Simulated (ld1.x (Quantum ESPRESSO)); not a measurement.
# Varying the PAW potential for Ga (Z = 31)

Base potential:

```
Element                 : gallium
Generator               : ld1.x (Quantum ESPRESSO) 7.5
Type                    : PAW
Functional              : PBE
Relativity              : scalar-relativistic
Frozen core             : [Ar] 3d10
Valence charge          : 3
Reference configuration : 4s2 4p0 (charge +1)
Partial waves           : 4s (bound): rcut 1.40, rcutus 1.65 bohr; 4s channel at -0.35 Ry: rcut 1.40, rcutus 1.65 bohr; 4p (bound, empty): rcut 2.15, rcutus 2.40 bohr; 4p channel at 0.3 Ry: rcut 2.15, rcutus 2.40 bohr
Local potential         : all-electron potential smoothed inside 1.30 bohr (lloc = -1)
Core correction         : Bessel-smoothed model core inside 1.30 bohr
Augmentation charge     : PSQ, inside the norm-conserving radii
```

Cutoffs, loose and tight: the cutoffs (Ry, on a coarse ladder) from which the occupation-weighted sum of valence levels, in a spherical-Bessel basis at the reference potential, stays within 10 and 1 mRy of its value at 400 Ry. They do not see the model core or the augmentation charge, which bear on the density cutoff. Test errors are all-electron minus pseudo excitation energies from the reference, over the configurations 4s2 4p1; 4s1 4p0; 4s2 4p0.5; 4s1 4p2; 4s1 4p1; 4s2 4p1.3; 4s0 4p3. A dash means not determined; rows that change the core or the reference have their own tests.

A true bound ghost makes a file unfit for plane-wave use even where its test errors are small: the radial tests pick states by their node count and pass the ghost by.

```csv
change,outcome,"cutoff, loose","cutoff, tight",bound ghosts,largest test error (meV)
base,generated,12 Ry,30 Ry,s,-118
local potential all-electron potential smoothed inside 0.94 bohr (lloc = -1),generated,15 Ry,18 Ry,"s, d",-118
local potential all-electron potential smoothed inside 1.16 bohr (lloc = -1),generated,10 Ry,21 Ry,"s, d",-118
local potential all-electron potential smoothed inside 1.34 bohr (lloc = -1),generated,12 Ry,18 Ry,s,-118
local potential all-electron potential smoothed inside 1.60 bohr (lloc = -1),generated,12 Ry,18 Ry,none,-118
local potential all-electron potential smoothed inside 1.82 bohr (lloc = -1),generated,12 Ry,18 Ry,none,-118
local potential all-electron potential smoothed inside 1.94 bohr (lloc = -1),generated,12 Ry,18 Ry,none,-118
local potential all-electron potential smoothed inside 2.22 bohr (lloc = -1),generated,12 Ry,18 Ry,s,-118
local potential all-electron potential smoothed inside 2.42 bohr (lloc = -1),generated,12 Ry,18 Ry,none,-117
local potential all-electron potential smoothed inside 2.56 bohr (lloc = -1),generated,12 Ry,18 Ry,none,-118
local potential all-electron potential smoothed inside 2.72 bohr (lloc = -1),generated,12 Ry,18 Ry,none,-118
```

Reading the sweep of the rcloc (base included, trends over the rows without a ghost): The loose cutoff stays near 12 Ry. The median size of the test errors (rows with all tests solved) stays near 13.3 meV. Bound ghosts are found at 0.94, 1.16, 1.3, 1.34, 2.22 bohr.
